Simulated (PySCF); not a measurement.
# Radial density of Mn(2+) (manganese, charge +2)

UHF, [Ar] 3d5, high-spin 6S determinant. Calculation: PySCF 2.14, in def2-SVP (5s3p2d1f, 31 functions); no relativity, point nucleus.

| r (bohr) | 4πr²ρ (e/bohr) | 4πr²(ρα − ρβ) |
| --- | --- | --- |
| 0.00114 | 0.1588 | 0.0000 |
| 0.00191 | 0.4386 | 0.0000 |
| 0.00322 | 1.171 | 0.0000 |
| 0.00541 | 2.953 | 0.0000 |
| 0.00910 | 6.970 | 0.0000 |
| 0.0153 | 14.46 | 0.0001 |
| 0.0257 | 24.52 | 0.0002 |
| 0.0433 | 29.88 | 0.0006 |
| 0.0728 | 24.83 | 0.0040 |
| 0.122 | 25.34 | 0.0426 |
| 0.206 | 32.97 | 0.3472 |
| 0.347 | 17.23 | 1.5827 |
| 0.583 | 13.21 | 3.8384 |
| 0.980 | 12.11 | 3.9420 |
| 1.65 | 2.610 | 1.4983 |
| 2.77 | 0.1939 | 0.1768 |
| 4.67 | 0.0003015 | 0.0003 |
